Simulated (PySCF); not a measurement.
Species: C7H3ClOS.
SMILES with atom numbers: `[CH:1]#[C:2][c:3]1[cH:4][cH:5][s:6][c:7]1[C:8](=[O:9])[Cl:10]`

Probes without a nucleus sit at each ring's centroid and 1 Å off its mean plane on both sides; NICS is minus the shielding there, NICSzz its component along the normal. Level: GIAO PBE0/pcSseg-1 (PySCF, non-relativistic, gas phase) on the GFN2-xTB geometry, one conformer.

Ring bond lengths (Å), with Mayer bond orders in brackets: C3–C4 1.413 (1.31), C4–C5 1.361 (1.55), C5–S6 1.711 (1.19), S6–C7 1.731 (1.16), C7–C3 1.392 (1.38).

Problem. Give the NICS values of each ring in ppm.

Solution. 
```tsv
ring	type	NICS(0)	NICS(1), two faces	NICS(1)zz, two faces	rms pucker (Å)	centre to ring atoms, mean (Å)
C3–C4–C5–S6–C7	5-membered ring with S; formal bonds all aromatic	-11.7	-10.6 / -10.6	-22.7 / -22.7	0.00	1.29
```

Problem. What do they say, and how far can they be read as aromaticity?

Solution. 
- C3–C4–C5–S6–C7: mean NICS(1)zz -22.7 ppm, shielded, aromatic by this magnetic criterion (flat ring, no four-coordinate atom).

Problem. What does the geometric index give? HOMA = 1 − mean of α(R − Ropt)² over the ring bonds, with Krygowski's 1993 parameters (CC: Ropt 1.388 Å, α 257.7 Å⁻²; CS: Ropt 1.677 Å, α 94.09 Å⁻²).

Solution. 
- C3–C4–C5–S6–C7: HOMA 0.85; the largest term is that of S6–C7, α(R − Ropt)² = 0.27. The geometric and the magnetic index point the same way.

Problem. List the ring angles and the Hirshfeld charges of the ring atoms.

Solution. 
- C3–C4–C5–S6–C7: C3 111.9° (+0.010 e), C4 112.4° (-0.054 e), C5 113.3° (-0.055 e), S6 90.9° (+0.142 e), C7 111.5° (-0.052 e); sum 540.0° against 540° for a flat convex ring.

Problem. How shielded are the nuclei of the rings and their hydrogens (means over atoms taken as equivalent)?

Solution. 
| atoms | environment | σ isotropic (ppm) | principal values of the symmetric part, first atom (ppm) |
| --- | --- | --- | --- |
| C3 | substituted aromatic carbon | 51.5 | -19.9, 25.6, 148.9 |
| C4 | aromatic CH carbon | 47.2 | -27.7, 32.4, 137.0 |
| C5 | aromatic CH next to a ring sulfur | 40.3 | -56.9, 30.0, 147.7 |
| S6 | thiophene-type sulfur | 245.0 | 134.2, 224.3, 376.6 |
| C7 | substituted aromatic carbon | 37.8 | -29.2, 43.2, 99.4 |
| H on C4 | aromatic hydrogen | 24.33 | 20.9, 25.5, 26.6 |
| H on C5 | aromatic hydrogen | 24.19 | 21.7, 24.0, 26.9 |

Conformer computed: `[CH:1]#[C:2][c:3]1[cH:4][cH:5][s:6][c:7]1[C:8](=[O:9])[Cl:10]`: S6–C7–C8–O9 180°.
